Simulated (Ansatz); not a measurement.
The same hydrolysis along the group B, Al, Ga, In.

Calculated with Ansatz (gas phase, PBE0-D4/def2-TZVP geometries, no zero-point term in ΔE). CBS: MP2 limit from def2 TZ/QZ plus the TZ coupled-cluster correction, frozen cores. This one scheme is used for every species. def2 core potentials past Kr. For Br, Ga, In outer-core shells are correlated without core-valence functions, which leaves a few kJ/mol of doubt a bond. Scalar relativity is left out up to krypton. Each species was taken in one conformer, which may not be the lowest.

Q: Order these by ΔE at CCSD(T)/CBS, lowest first. (Best estimate.)
A. `NBBr` + H₂O → `NBO` + HBr
B. `[NH2][InH][Br]` + H₂O → `[NH2][InH][OH]` + HBr
C. `[NH2][AlH][Br]` + H₂O → `[NH2][AlH][OH]` + HBr
D. `[NH2][GaH][Br]` + H₂O → `[NH2][GaH][OH]` + HBr

A: A (-28.2 kJ/mol), C (+35.6 kJ/mol), D (+79.9 kJ/mol), B (+113.6 kJ/mol).

Largest T1 diagnostic: 0.016, for `[NH2][InH][OH]`.
